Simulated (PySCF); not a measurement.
TDDFT excited states: C5H2F3NS

C₅H₂F₃NS.
Atom-mapped SMILES: `[N:1]#[C:2][C@@:3]1([F:4])[S:5][C:6]([F:7])=[CH:8][C@H:9]1[F:10]` (hydrogens: H11 on C8; H12 on C9)

Structure used (GFN2-xTB), in Å, numbered top down from 1:
```
atom  x, y, z in Å
N1     2.9743   -1.0049   -0.9465
C2     2.0871   -0.5826   -0.3679
C3     0.9637   -0.0221    0.3593
F4     1.2530    0.0193    1.7011
S5     0.6759    1.7124   -0.2179
C6    -1.0564    1.4001   -0.2670
F7    -1.8436    2.4298   -0.5157
C8    -1.4620    0.1573   -0.0303
C9    -0.3544   -0.8211    0.1731
F10   -0.2488   -1.6587   -0.9138
H11   -2.4879   -0.1609   -0.0482
H12   -0.4995   -1.4692    1.0479
```

Theory: PySCF 2.14.0, density-fitted response routines, TDDFT CAM-B3LYP/def2-SVPD, vertical, gas phase, core orbitals frozen in the response.

```csv
state,E (eV),ν̃ (cm⁻¹),f,"main configurations (H = HOMO, L = LUMO)"
S1,4.72,38060,0.0020,H→L (90%)
S2,5.55,44740,0.076,H→L+1 (97%)
S3,6.43,51880,0.029,"H→L+2 (78%), H→L+3 (8%)"
S4,6.82,55010,0.068,"H→L+3 (67%), H→L+2 (12%)"
S5,7.19,57980,0.014,"H-1→L (29%), H-2→L+1 (18%), H-1→L+1 (9%)"
S6,7.23,58290,0.0041,"H→L+4 (66%), H-2→L (9%)"
S7,7.27,58650,0.0030,"H-1→L (33%), H-2→L (23%), H→L+3 (12%)"
S8,7.60,61340,0.0027,"H-1→L+1 (35%), H-2→L (24%)"
```

Triplets, Tamm–Dancoff:

```csv
state,E (eV),λ (nm),"main configurations (H = HOMO, L = LUMO)"
T1,3.96,313.2,"H→L+1 (66%), H→L+2 (12%)"
T2,4.29,288.8,H→L (80%)
T3,5.84,212.3,"H→L+2 (64%), H→L+1 (14%)"
```

The lowest singlet comes at 263 nm (455 kJ/mol) in the ultraviolet; it is very weak; its leading configuration is HOMO→LUMO (90%). The strongest level in the table is S2 at 5.55 eV (224 nm, f = 0.076). Löwdin shares by element: HOMO carbon 41% or more, sulfur 41% (atoms not listed hold the other 17%); LUMO sulfur 47%, carbon 26% or more, nitrogen 8% (atoms not listed hold the other 19%). The oscillator strengths of these states sum to 0.199; summed over the whole spectrum of an exact calculation they would give the number of electrons, 82 (Thomas–Reiche–Kuhn). Orbital energies (eV): HOMO-3 -12.27, HOMO-2 -11.70, HOMO-1 -11.36, HOMO -9.01, LUMO -0.46, LUMO+1 -0.26, LUMO+2 0.60. Weighted by f, the mean energy of these states is 6.31 eV. No computed singlet lies in the visible range (380 to 750 nm); the lowest, at 263 nm, stands 1.46 eV above its violet end (3.26 eV). The window holds the lowest 8 singlets.

One conformer stands for the species.
